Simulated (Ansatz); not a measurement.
H9NOSi3 can be A, `N[SiH2]O[SiH2][SiH3]`, or B, `[SiH3]N[SiH2]O[SiH3]`.

Isolated molecules relaxed with PBE0-D4/def2-TZVP in Ansatz; ΔE leaves out vibrations. CCSD(T)/CBS is the MP2 limit (def2-TZVPP, def2-QZVPP) plus CCSD(T) − MP2 in def2-TZVPP, frozen cores. DFT in def2-TZVPP. B3LYP here is the variant with VWN-RPA as its local correlation; programs differ in this. Each species was taken in one conformer, which may not be the lowest.

Q: Which is lower in electronic energy at CCSD(T)/CBS, and by how much? (An estimate is asked.)

A: The calculation gave: B, by 57.6 kJ/mol.

Q: Give E(B) − E(A) in kJ/mol with HF/def2-TZVPP, PBE0-D4, B3LYP, CCSD/def2-TZVPP, MP2/def2-TZVPP, PBE-D4, CCSD(T)/def2-TZVPP. (Best estimate.)

A: Ansatz gave: HF/def2-TZVPP -75.1, PBE0-D4 -40.8, B3LYP -53.9, CCSD/def2-TZVPP -60.3, MP2/def2-TZVPP -65.8, PBE-D4 -33.8, CCSD(T)/def2-TZVPP -58.1. None reverses the order clearly.

Largest T1 diagnostic: 0.012.

From PBE to PBE0 (25 % exact exchange), in def2-TZVPP and without D4, E(B) − E(A) moves by −7.0 kJ/mol. In def2-TZVPP, CCSD(T) changes the Hartree–Fock value by +17.0 kJ/mol (the triples alone add +2.2 kJ/mol) and MP2 by +9.3 kJ/mol.
